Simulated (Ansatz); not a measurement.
`FB1N[SiH2]1` + H₂Te → `[TeH]B1N[SiH2]1` + H–F at 500 K and 1 bar (ligand exchange at a B–F bond).

Gas-phase electronic energies from Ansatz, PBE0-D4/def2-TZVP geometries. CBS: MP2 limit from def2 TZ/QZ plus the TZ coupled-cluster correction, frozen cores. This one scheme is used for every species. Elements past krypton have def2 core potentials. For Te outer-core shells are correlated without core-valence functions, which leaves a few kJ/mol of doubt a bond.

```csv
species,CCSD(T)/CBS energy (Eh),H − E (kJ/mol),S (J/(mol·K))
`FB1N[SiH2]1`,-470.22728,135.7,334.2
H₂Te,-268.91024,48.9,247.6
`[TeH]B1N[SiH2]1`,-638.72259,155.0,388.0
H–F,-100.39570,39.4,188.7
```

H − E and S are ideal-gas, rigid-rotor, harmonic terms from PBE0-D4/def2-TZVP. 1 Eh = 2625.50 kJ/mol, R = 8.31446 J/(mol·K).

Q: By hand: ΔE, ΔH, ΔS and ΔG.

A: ΔE = (-638.72259) + (-100.39570) − (-470.22728) − (-268.91024) = 0.01923 Eh = 50.5 kJ/mol. Δ(H − E) = 155.0 + 39.4 − 135.7 − 48.9 = 9.8, so ΔH = 60.3 kJ/mol. ΔS = 388.0 + 188.7 − 334.2 − 247.6 = -5.1 J/(mol·K). ΔG = 60.3 − 500 × (-5.1)/1000 = 62.8 kJ/mol.

Q: By hand: the equilibrium constant, and the temperature at which ΔG would vanish if ΔH and ΔS stayed fixed.

A: log₁₀ K = −ΔG/(RT ln 10) = -6.6. ΔH and −TΔS have one sign here, so there is no such temperature.

The number of gas molecules stays the same, so ΔS is small and ΔH decides. A doubt of 5 kJ/mol in ΔE shifts log₁₀ K by 0.5 here. These are equilibria of isolated gas molecules and say nothing of rates. Largest T1 diagnostic: 0.014 (customary marks: 0.02 for closed shells, 0.045 for open ones).

ΔS is within the doubt of such terms, so its sign, and with it that verdict, could turn.
